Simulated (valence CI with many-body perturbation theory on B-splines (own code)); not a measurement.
**Valence orbitals of Pm XXX**

Calculated by configuration interaction combined with many-body perturbation theory (CI+MBPT): four valence electrons over a frozen Dirac-Fock core [Ar] 3d10, radial functions for each j: 11 s, 11 p, 10 d, 8 f, 5 g, 2 h, with the one-electron correlation potential Σ1 (screened to all orders), the two-electron term Σ2, the three-electron term Σ3, Breit, model QED; selected single and double excitations, second order for the rest, scaled by the run's own slope (own B-spline code, finite nucleus).

The last digits are not significant, and no measured levels were compared; by estimate large intervals hold to a few tenths of a per cent, small ones and those within an open d or f shell to about a per cent. Among the levels kept, up to 330 cm⁻¹ of a level comes from second order outside the variational space, and about a tenth of that is noise between levels of different J, which matters for small intervals.

These are the spectroscopic orbitals of the CI (the correlating ones are not listed), shaped by the core and the other valence electrons. h is the expectation value of the core's Dirac-Fock operator, without the valence repulsion; Σ1 is computed up to l = 3 at one energy for each symmetry, that of its lowest orbital but kept below the first core excitation, so for empty shells it is not the orbital's own correlation shift; Breit and QED include the response of the core.

| Orbital | h (hartree) | Σ1 (cm⁻¹) | Breit (cm⁻¹) | QED (cm⁻¹) | ⟨r⟩ (bohr) |
| --- | --- | --- | --- | --- | --- |
| 4s1/2 | -48.062 | -13068 | 5847 | 4398 | 0.5323 |
| 5s1/2 | -28.381 | -4597 | 2547 | 1945 | 0.9078 |
| 6s1/2 | -18.75 | -2192 | 1308 | 1014 | 1.387 |
| 7s1/2 | -13.314 | -1238 | 770 | 599 | 1.964 |
| 8s1/2 | -9.9431 | -773 | 492 | 384 | 2.640 |
| 9s1/2 | -7.708 | -516 | 333 | 260 | 3.417 |
| 4p1/2 | -45.562 | -13488 | 9117 | -44.0 | 0.5340 |
| 5p1/2 | -27.182 | -4811 | 4002 | -16.4 | 0.9231 |
| 6p1/2 | -18.093 | -2351 | 2114 | -8.0 | 1.412 |
| 7p1/2 | -12.915 | -1344 | 1259 | -4.5 | 2.000 |
| 8p1/2 | -9.6832 | -846 | 811 | -2.8 | 2.688 |
| 9p1/2 | -7.5295 | -568 | 553 | -1.9 | 3.475 |
| 4p3/2 | -44.228 | -12190 | 5616 | 386 | 0.5516 |
| 5p3/2 | -26.569 | -4494 | 2478 | 174 | 0.9456 |
| 6p3/2 | -17.76 | -2227 | 1396 | 93.4 | 1.440 |
| 7p3/2 | -12.714 | -1284 | 834 | 56.1 | 2.032 |
| 8p3/2 | -9.5526 | -812 | 538 | 36.3 | 2.725 |
| 9p3/2 | -7.4398 | -547 | 368 | 24.9 | 3.518 |
| 4d3/2 | -40.221 | -13196 | 3783 | -241 | 0.5475 |
| 5d3/2 | -24.683 | -4902 | 1726 | -105 | 0.9629 |
| 6d3/2 | -16.726 | -2474 | 942 | -56.6 | 1.475 |
| 7d3/2 | -12.086 | -1442 | 572 | -34.0 | 2.087 |
| 8d3/2 | -9.1423 | -919 | 373 | -22.1 | 2.798 |
| 4d5/2 | -39.941 | -12735 | 2276 | -84.7 | 0.5523 |
| 5d5/2 | -24.55 | -4740 | 1004 | -34.4 | 0.9688 |
| 6d5/2 | -16.652 | -2394 | 547 | -17.8 | 1.482 |
| 7d5/2 | -12.041 | -1396 | 329 | -10.4 | 2.095 |
| 8d5/2 | -9.1123 | -890 | 214 | -6.6 | 2.808 |
| 4f5/2 | -35.66 | -12502 | 1201 | -119 | 0.5209 |
| 5f5/2 | -22.662 | -4102 | 548 | -58.6 | 0.9607 |
| 6f5/2 | -15.633 | -2022 | 295 | -33.1 | 1.494 |
| 7f5/2 | -11.425 | -1176 | 178 | -20.4 | 2.127 |
| 4f7/2 | -35.604 | -12182 | 347 | -72.3 | 0.5225 |
| 5f7/2 | -22.628 | -3992 | 161 | -34.5 | 0.9628 |
| 6f7/2 | -15.612 | -1970 | 89.0 | -19.1 | 1.497 |
| 7f7/2 | -11.412 | -1147 | 54.0 | -11.7 | 2.130 |
| 5g7/2 | -21.768 |  | 30.6 | -9.7 | 0.8909 |
| 6g7/2 | -15.121 |  | 26.8 | -6.9 | 1.435 |
| 7g7/2 | -11.106 |  | 19.7 | -4.8 | 2.079 |
| 5g9/2 | -21.755 |  | -15.6 | 0.1 | 0.8917 |
| 6g9/2 | -15.114 |  | -13.1 | -1.2 | 1.435 |
| 7g9/2 | -11.101 |  | -9.8 | -1.2 | 2.080 |
| 6h9/2 | -15.024 |  |  |  | 1.293 |
| 6h11/2 | -15.019 |  |  |  | 1.294 |

Among the shells of the start configuration 4s2 4p2, Σ1 is largest in size for 4p1/2, where it is 0.13 % of h.

Lowest root of each symmetry, sizes in configuration state functions:

```csv
J,Parity,Roots,Reference,Variational,Second order,Change by selected CI (cm⁻¹),Change by second order (cm⁻¹)
0,even,12,43,21226,77406,-4385,-1
1,even,18,88,31997,254004,-3837,-22
2,even,27,127,31997,458930,-4394,-79
3,even,19,108,31997,497731,-4462,-98
4,even,13,91,31997,497571,-3366,-85
5,even,4,52,32000,355912,-4352,-27
0,odd,9,44,23944,72768,-5555,-2
1,odd,22,118,32000,264414,-4957,-35
2,odd,28,151,31999,415397,-3752,-72
3,odd,25,143,31998,472816,-3646,-146
4,odd,15,109,31996,454284,-5638,-140
5,odd,6,67,31997,386446,-5292,-90
6,odd,2,32,22743,273150,-7906,-41
```
